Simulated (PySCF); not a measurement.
CLiN, SMILES [Li][N][C] (connectivity only; charge and spin as stated), neutral, multiplicity 1.

The structure is a stationary point at PBE0-D3(BJ)/def2-TZVPD.

The numbers are results of PBE0-D3(BJ)/def2-TZVPD (PySCF), not measurements.

Frequencies are harmonic and unscaled.

Modes within 1.5 cm⁻¹ of each other (mostly degenerate sets) share a row, with their intensities summed.

| mode | ν (cm⁻¹) | IR (km/mol) | moving atoms (share of kinetic energy) |
|---|---|---|---|
| 1–2 | 120 | 53.4 | N 57 %, C 24 %, Li 18 % |
| 3 | 726 | 163.1 | Li 79 %, C 12 %, N 9 % |
| 4 | 2171 | 174.9 | C 52 %, N 48 % |
